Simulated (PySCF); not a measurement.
**Co⁻ (cobalt, charge -1): wB97X calculation**

Configuration: [Ar] 3d8 4s2, high-spin 3F determinant. All numbers are calculated (PySCF 2.14, the non-relativistic Hamiltonian (point nucleus), in aug-cc-pVTZ).

* Total energy: -1382.803 hartree
* One-electron energy: -1923.919 hartree
* Hartree (Coulomb) energy: 600.640 hartree
* Exchange-correlation energy: -59.524 hartree
* Kinetic energy: 1381.04223 hartree
* ⟨S²⟩: 2.0076
* ⟨L²⟩: 12.022
* Sum of ⟨r⟩: 26.11 bohr
* Sum of ⟨r²⟩: 64.29 bohr²
* Density at the nucleus (Gaussians lack the cusp): 13300 bohr⁻³
* Spin density at the nucleus: 0.312 bohr⁻³
* Langevin diamagnetic susceptibility: -50.9 ×10⁻⁶ cm³/mol
* Time after the integrals: roughly 7 core-seconds

| shell | electrons | mean orbital energy (hartree) | spread (hartree) | rms radius, mean of both spins (bohr) |
| --- | --- | --- | --- | --- |
| 1s α | 1 | -277.08513 | 0 | 0.0658 |
| 1s β | 1 | -277.08469 | 0 | 0.0658 |
| 2s α | 1 | -32.57986 | 0 | 0.280 |
| 2s β | 1 | -32.53994 | 0 | 0.280 |
| 2p α | 3 | -28.22162 | 0 | 0.250 |
| 2p β | 3 | -28.18956 | 0 | 0.250 |
| 3s α | 1 | -3.58096 | 0 | 0.845 |
| 3s β | 1 | -3.48839 | 0 | 0.845 |
| 3p α | 3 | -2.26928 | 0 | 0.901 |
| 3p β | 3 | -2.16916 | 0 | 0.901 |
| 3d α | 5 | -0.13337 | 0.03436 | 1.43 |
| 3d β | 3 | -0.07498 | 0 | 1.43 |
| 4s α | 1 | -0.04655 | 0 | 4.53 |
| 4s β | 1 | -0.04055 | 0 | 4.53 |
